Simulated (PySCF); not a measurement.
Delta-SCF ions had no search for a lower state. 

Cartesian coordinates (Å):
SMILES: [Si]123[SiH2][Si]1([SiH2]3)[SiH2]2
```xyz
11

Si    -1.3035    -1.3049     0.4589
Si     0.2224     0.2595     1.3695
Si     1.8213    -0.5054    -0.1999
Si    -0.2223    -0.2595    -1.3695
Si    -0.5178     1.8104    -0.2590
H     -1.0092    -2.7475     0.6845
H     -2.7542    -1.0199     0.6404
H      2.3360    -1.8917    -0.0208
H      2.9223     0.4324    -0.5564
H     -1.9131     2.3151    -0.1281
H      0.4180     2.9116    -0.6196
```
Charge 0, spin multiplicity 1.

Estimate the dipole moment, vertical ionisation energy (Delta-SCF), HOMO–LUMO gap, vertical electron affinity (Delta-SCF) and total energy that ωB97X-D3(BJ)/def2-SVP // B3LYP-D3(BJ)/def2-SVP run with PySCF returns for this input.


```
Item                                           Result
--------------------------------------  -------------
dipole moment                                  0.00 D
vertical ionisation energy (Delta-SCF)        8.77 eV
HOMO–LUMO gap                                 8.15 eV
vertical electron affinity (Delta-SCF)        1.08 eV
total energy                            -1450.7321 Ha
```
